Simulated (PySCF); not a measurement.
Simulated Cl 2p region for Si(iPr)Cl3, `CC(C)[Si](Cl)(Cl)Cl`, binding energy against the vacuum level.

Every computed line was given a Gaussian of 0.6 eV full width at half maximum and an area set by the number of equivalent atoms (split 2:1 within a doublet); the highest printed point is 100. Computed with delta-SCF UKS SCAN, pcX-2 on the ionised atom, pcseg-1 elsewhere, spin-free X2C (PySCF 2.14.0).

(binding energy (eV), intensity): (205.4, 0), (205.5, 1), (205.6, 3), (205.7, 7), (205.8, 16), (205.9, 31), (206.0, 53), (206.1, 76), (206.2, 94), (206.3, 100), (206.4, 91), (206.5, 71), (206.6, 48), (206.7, 27), (206.8, 13), (206.9, 6), (207.0, 2), (207.1, 1), (207.2, 1), (207.3, 2), (207.4, 5), (207.5, 11), (207.6, 20), (207.7, 32), (207.8, 43), (207.9, 49), (208.0, 49), (208.1, 41), (208.2, 30), (208.3, 19), (208.4, 10), (208.5, 5), (208.6, 2), (208.7, 1), (208.8, 0)

Question: Count the maxima, the lines and the sites behind this envelope.

Answer: The curve has 2 maxima (at 206.3 and 207.9 eV). Under it lie 2 lines from 1 inequivalent chlorine site, drawn as a 2p3/2, 2p1/2 pair.

Question: Decompose the envelope and assign each component. Bonds: Si1–C2, Si1–Cl12, Si1–Cl13, Si1–Cl14, C2–C3, C2–C4. Hydrogens: H5 on C2; H6, H7, H8 on C3; H9, H10, H11 on C4.

Answer: 
```csv
position (eV),relative area,line,atoms,environment
206.29,2.00,Cl 2p3/2,Cl12/Cl13/Cl14,chlorine bonded to Si
207.94,1.00,Cl 2p1/2,Cl12/Cl13/Cl14,chlorine bonded to Si
```

Question: What are the centre and the root-mean-square width of the whole band?

Answer: The area-weighted mean of the lines is 206.84 eV. Their own spread about it is 0.78 eV (rms) and each Gaussian has σ = 0.6/2.355 = 0.25 eV; the variances add, which gives 0.82 eV.

The curve has no shake-up lines and no vibrational structure. Topologically equivalent atoms share the value of their first member; where this conformer doesn't relate them by symmetry, their own values could differ. Spin–orbit coupling isn't in the SCF: each 2p doublet comes from a relaxed spin-free hole plus a matrix of the shell (mean-field spin–orbit coupling and the ground-state 2p splitting), with 2p3/2 averaged over its two sublevels. 2p1/2 minus 2p3/2 (ligand field included): Cl 1.65 eV. Geometry: PBE0-D3(BJ)/def2-SVP; no solvent, vibrations or thermal averaging.

Hardware: one thread, Arm Neoverse V1 (aarch64), no GPU, on a shared host. Cost: 57 s wall, 0.72 GiB resident at most.
